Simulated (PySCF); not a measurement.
CH7BGe.
SMILES: `[BH2][GeH2][CH3]`

The calculation used MP2 and CCSD/aug-cc-pVDZ in PySCF, restricted Hartree–Fock reference, 11 core orbitals frozen, non-relativistic, gas phase, PBE0-D3(BJ)/def2-SVP geometry.

E(HF) = -2141.92910 Eh.

Task: How large is the problem?

Result: 145 basis functions and 50 electrons; 11 orbitals frozen, which leaves o = 14 correlated occupied and v = 120 virtual orbitals. That is o·v = 1680 singles and o·v(o·v + 1)/2 = 1412040 distinct closed-shell doubles amplitudes before symmetry; the costliest CCSD step grows as o²v⁴ = 4.1 × 10^10.

Task: What are the MP2 and CCSD correlation energies?

Result: MP2 -0.3709 Eh and CCSD -0.4265 Eh, which gives totals of -2142.29999 and -2142.35564 Eh. That is 0.415 eV for each correlated electron at CCSD (1120 kJ/mol in all, 0.020 % of the total energy); MP2 gives 87.0 % of the CCSD value.

Task: What is the T1 diagnostic?

Result: 0.0094, below the customary warning level of 0.02. It is the norm of the spatial-orbital singles amplitudes over the root of the number of correlated electrons, so the norm is 0.050.

Task: How does correlation change the dipole moment?

Result: HF gives 0.58 D and CCSD (unrelaxed density) 0.57 D, a change of -0.01 D; the two vectors are 14° apart.

No triples correction and no basis-set extrapolation were made.

The job also held the EOM ionisation roots. The run took 3.5 min of wall time on one thread of an Arm Neoverse V1, shared host, and the process peaked at 2.5 GiB of memory.

One conformer stands for the species.
